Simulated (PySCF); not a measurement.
Isomers of C3H7FO2Si. Theory: PySCF, PBE0-D3(BJ)/def2-SVP geometry optimisation, gas phase. Energies are electronic, without zero-point or thermal terms, for one conformer each. No frequencies were run at this level. Point groups hold within 0.08 Å.

Task: Order them by energy at this level, lowest first, and give relative energies in kcal/mol.
A. `[F:1][CH2:2][SiH:3]1[O:4][CH2:5][CH2:6][O:7]1` with F1–C2–Si3–O4 170°, C2–Si3–O4–C5 109°, Si3–O4–C5–C6 25°, O4–C5–C6–O7 -34°, C5–C6–O7–Si3 27°
B. `[O:1]=[C:2]([CH2:3][CH2:4][F:5])[O:6][SiH3:7]` with O1–C2–C3–C4 0°, C2–C3–C4–F5 180°, O1–C2–O6–Si7 0°

Result: A (0.0), B (3.7).

As drawn, the lower has an Si–C bond, which the higher lacks; the higher has a C=O bond and a C(=O)–O unit, which the lower lacks.

```tsv
SMILES	E (Eh)	E rel (kcal/mol)	dipole (D)	point group	A, B, C (MHz)
FC[SiH]1OCCO1	-657.48429	0.0	2.45	C1	5009, 1385, 1220
O=C(CCF)O[SiH3]	-657.47835	3.7	1.74	Cs	8723, 835.9, 777.4
```

Task: How do the relative energies change in single points at PBE0/pcSseg-1 (no added dispersion term) on the same geometries?

Result: 
| SMILES | PBE0-D3(BJ)/def2-SVP (kcal/mol) | PBE0/pcSseg-1 (kcal/mol) | shift |
| --- | --- | --- | --- |
| FC[SiH]1OCCO1 | 0.0 | 0.0 | 0.0 |
| O=C(CCF)O[SiH3] | 3.7 | 4.3 | +0.6 |

Each column counts from its own lowest isomer. The order is unchanged; the largest shift is 0.6 kcal/mol.

Task: As an exercise, what shares would exp(−E/RT) give at 2000 K from these electronic energies alone (no entropy, no degeneracies)?

Result: RT = 3.974 kcal/mol: FC[SiH]1OCCO1 71.9 %, O=C(CCF)O[SiH3] 28.1 %.
